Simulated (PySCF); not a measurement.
Species: C₇H₅FN (doublet state).
Numbering: `[N:1]#[C:2][C:3]1=[CH:4][C@@H:5]2[CH:6][C@@H:7]([F:8])[C@H:9]12` (hydrogens: H10 on C4; H11 on C5; H12 on C6; H13 on C7; H14 on C9)

Computed with PySCF 2.14.0, UKS B3LYP, pcH-1 on C F H N, non-relativistic, mean-field spin-orbit, GIAO. Isolated species at its GFN2-xTB geometry, gas phase. Couplings are sensitive to structure, and on GFN2-xTB geometries they can be far from those on DFT ones. The SCF solution wasn't tested for stability.

Q: Where do the isotropic ENDOR lines of N1, H11, H12, H13 and H14 fall at 334.1 mT, to first order?

A: ν± = |νn ± a/2|, one line for each electron-spin manifold; νn = |g_N| × 7.62259 MHz/T × B.

```
nuclei  isotope     g_N  νn (MHz)  a_iso (MHz)  lower line (MHz)  upper line (MHz)
    N1      14N  0.4038      1.03         0.53              0.76              1.29
   H11       1H  5.5857     14.23        63.41             17.48             45.93
   H12       1H  5.5857     14.23       -60.00             15.77             44.22
   H13       1H  5.5857     14.23        53.83             12.69             41.14
   H14       1H  5.5857     14.23        -1.38             13.54             14.91
```

Q: Which pairs are centred on the nuclear Larmor frequency, and which on half the coupling?

A: Centred on νn, since |a| < 2νn: N1 and H14. Centred on |a|/2 and split by 2νn: H11, H12 and H13.

Couplings of abundant isotopes left out: F8 (232.5 MHz).
